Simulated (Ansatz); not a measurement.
The cluster Si2Sn5: single points at one geometry.

```yaml
crystal:
  periodic: [false, false, false]
  atoms:
    - {symbol: Si, position_ang: [1.024101, -1.040920, -0.724057]}
    - {symbol: Si, position_ang: [0.341141, 1.357722, -0.834749]}
    - {symbol: Sn, position_ang: [-1.905341, 2.241845, 0.104551]}
    - {symbol: Sn, position_ang: [-1.901592, -0.567708, -0.569124]}
    - {symbol: Sn, position_ang: [-0.444080, -2.890225, 0.341372]}
    - {symbol: Sn, position_ang: [0.103004, 0.110832, 1.766341]}
    - {symbol: Sn, position_ang: [2.782767, 0.788443, -0.084334]}
basis:
  gaussian: {orbitals: def2-TZVP, initial_orbitals: start.molden}
hamiltonian: {xc: pbe0, dispersion: d4}
scf: {omitted_lower_state_checks: [starts]}
output: {orbitals: {seedname: orbitals}}
```

The file start.molden holds the orbitals of an earlier run on this structure, at another level or in another basis.

```sh
$ ansatz run in.yaml --threads 4 --pin off --events-out ev --progress --plain --max-ram 4787MiB
```

It prints (some lines left out):

```
Functional definition: PBE0
2841 factors; their error is unknown
mean field evaluation 1: about -44862.6121 eV, gradient 2.1e2 eV
mean field evaluation 2: about -44884.8082 eV, gradient 2.9e1 eV
mean field evaluation 4: about -44909.2999 eV, gradient 1.8e1 eV
mean field evaluation 8: about -44912.8481 eV, gradient 3.8e-1 eV
mean field -44912.84830363 eV, -1650.5167321363 hartree, gradient 1.2e-5 eV, S^2 0.000000; 0 other end points of the search recorded, 0 dependent functions left out
reference -44912.84833736 eV, -1650.5167333760 hartree; 69, 69 occupied and 255, 255 virtual orbitals, 2841 factors
Total energy: -44913.46364983 eV, -1650.5393456923 hartree
Checks for a lower state left out: starts
```

Hardware: 4 threads of Arm Neoverse V2 on a shared host. Wall time 23 s, peak host memory 1.9 GiB.

The first input with `hamiltonian: {xc: pbe, dispersion: d4}`, `output: {forces: true, orbitals: {seedname: orbitals}}` (abridged; 8.5 s):

```
Functional definition: PBE
mean field -44911.01470964 eV, -1650.4493488001 hartree, gradient 2.2e-5 eV, S^2 0.000000
Total energy: -44911.71728987 eV, -1650.4751681472 hartree
Atom 0 force    -0.109794     0.139538     0.152858 eV/Å
Atom 1 force    -0.023725    -0.162833     0.166863 eV/Å
Atom 2 force     0.091545    -0.092270    -0.051019 eV/Å
Atom 3 force     0.160939     0.048730     0.062657 eV/Å
Atom 4 force     0.030568     0.121861    -0.060896 eV/Å
Atom 5 force     0.004731    -0.008670    -0.217611 eV/Å
Atom 6 force    -0.154263    -0.046356    -0.052852 eV/Å
Dipole moment:    -0.043551    -0.006002     0.138691 e Å
Checks for a lower state left out: starts
```

As the first input, with `gaussian: {orbitals: def2-SVP, initial_orbitals: start.molden}`, `correlation: {method: ccsd_t}` and without the key `hamiltonian` (abridged; 2 min):

```
Functional definition: HF
mean field evaluation 16: about -44742.2834 eV, gradient 2.0e0 eV
mean field -44749.59712009 eV, -1644.5173617971 hartree, gradient 6.6e-6 eV, S^2 0.000000
30 core orbitals not correlated: weight in the atoms' cores, before any rotation towards them, 1.000 or more for the frozen orbitals, at most 0.000 for the correlated occupied ones
second order -19.95077842 eV of doubles, -0.00000000 eV of singles
cycle   1  -18.39574878 eV  change     1.6e0 eV  update   2.5e-1
cycle   2  -19.52760492 eV  change    -1.1e0 eV  update   1.0e-1
cycle   3  -19.74424506 eV  change   -2.2e-1 eV  update   3.3e-2
cycle   4  -19.72769202 eV  change    1.7e-2 eV  update   1.1e-2
cycle   5  -19.72717054 eV  change    5.2e-4 eV  update   5.8e-3
cycle   6  -19.72638023 eV  change    7.9e-4 eV  update   2.2e-3
cycle   7  -19.72453607 eV  change    1.8e-3 eV  update   1.1e-3
cycle   8  -19.72486599 eV  change   -3.3e-4 eV  update   4.9e-4
cycle   9  -19.72531352 eV  change   -4.5e-4 eV  update   2.3e-4
cycle  10  -19.72518846 eV  change    1.3e-4 eV  update   9.9e-5
cycle  11  -19.72514802 eV  change    4.0e-5 eV  update   4.7e-5
perturbative correction -1.63931682 eV, -0.0602437820 hartree
Total energy: -44770.96158494 eV, -1645.3024913988 hartree
Checks for a lower state left out: starts
```

The first input with `hamiltonian: {xc: r2scan, dispersion: d4}` (abridged; 18 s):

```
Functional definition: r2SCAN
mean field -44928.11062380 eV, -1651.0776120574 hartree, gradient 2.2e-5 eV, S^2 0.000000
Total energy: -44928.24222309 eV, -1651.0824482424 hartree
Checks for a lower state left out: starts
```

First input, but with `hamiltonian: {xc: {name: CAM-B3LYP}, dispersion: d4}` (abridged; 26 s):

```
Functional definition: CAM-B3LYP
the host lacks memory for fits, so the integrals are decomposed
mean field -44914.30956705 eV, -1650.5704325767 hartree, gradient 1.7e-5 eV, S^2 0.000000
Total energy: -44914.98595262 eV, -1650.5952892879 hartree
Checks for a lower state left out: starts
```

First input, but with `hamiltonian: {xc: {name: revPBE}, dispersion: d4}` (abridged; 7 s):

```
Functional definition: revPBE
mean field -44921.86562803 eV, -1650.8481126960 hartree, gradient 1.3e-5 eV, S^2 0.000000
Total energy: -44923.05864491 eV, -1650.8919552577 hartree
Checks for a lower state left out: starts
```

Geometry: PBE-D4/def2-SVP.

In the def2 sets Sn takes a core potential; there is no spin–orbit coupling. Correlated methods freeze 30 core orbitals; core or outer-core shells of Sn are correlated, in sets that lack core-valence functions. Another isomer (singlet) lies 0.68 eV lower at PBE0-D4/def2-TZVP; other spin states weren't run for this one.
